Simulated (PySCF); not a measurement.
An element was calculated at PBE0 (PySCF 2.14, ECP, a quadruple-zeta basis, no spin-orbit coupling), in the ground configurations that NIST lists.

| Quantity | Value |
| --- | --- |
| electron affinity | 0.434 eV |
| first ionisation energy | 5.958 eV |
| second ionisation energy | 20.362 eV |
| third ionisation energy | 31.102 eV |
| polarisability of the atom | 59.9 bohr³ |

Task: Which element is it?

Result: Gallium (Ga, Z = 31), in aug-cc-pVQZ-PP with one added diffuse shell each of s, p, d, f, g type with ECP10MDF. NIST lists 5.999, 20.515, 30.726 eV for these ionisation energies.
